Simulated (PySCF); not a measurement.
One molecule, one basis, several functionals.

Compound: C₂H₉B₂N.
Bonds: B1–B2, B2–C3, B2–N4, N4–C5. Hydrogens: H6, H7 on B1; H8, H9, H10 on C3; H11 on N4; H12, H13, H14 on C5.

Torsions of this conformer, `[BH2:1][B:2]([CH3:3])[NH:4][CH3:5]`: B1–B2–N4–C5 -179°.

PySCF, pcSseg-1 basis, density fitting, gas phase, PBE0-D3(BJ)/def2-SVP geometry. One functional is left out:

```csv
functional,exact exchange (%),HOMO energy (eV),LUMO energy (eV),dipole moment (D)
B97-D,0,-6.11,-2.11,2.105
BLYP,0,-6.00,-2.18,2.157
BP86,0,-6.24,-2.38,2.170
LDA,0,-6.24,-2.65,2.207
OPBE,0,-6.12,-2.11,2.132
PBE,0,-6.13,-2.34,2.171
B97-2,21,-7.19,-1.30,2.036
PBE0,25,-7.45,-1.34,2.059
mPW1PW91,25,-7.48,-1.31,2.043
BHandHLYP,50,-8.67,-0.29,1.958
```

Q: Predict the row of B3LYP (20 % exact exchange) by straight lines through the other rows, and check it.

A: 
```json
{"property": "HOMO energy (eV)", "line": "-7.17", "computed": "-7.21", "computed − line": "-0.04", "B97-2 (21 %), for comparison": "-7.19"}
{"property": "LUMO energy (eV)", "line": "-1.48", "computed": "-1.56", "computed − line": "-0.08", "B97-2 (21 %), for comparison": "-1.30"}
{"property": "dipole moment (D)", "line": "2.071", "computed": "2.070", "computed − line": "-0.001", "B97-2 (21 %), for comparison": "2.036"}
```

Q: Which of these properties follows the share of exact exchange most closely, and which least?

A: Most closely the HOMO energy, least the dipole moment; the correlations over the tabulated rows are HOMO energy -0.997, LUMO energy 0.974, dipole moment -0.929. The HOMO energy moves by -0.511 eV for every 10 %. Functionals with the same share still differ in their other parts: at 0 % BLYP and BP86 differ by 0.24 eV in it.
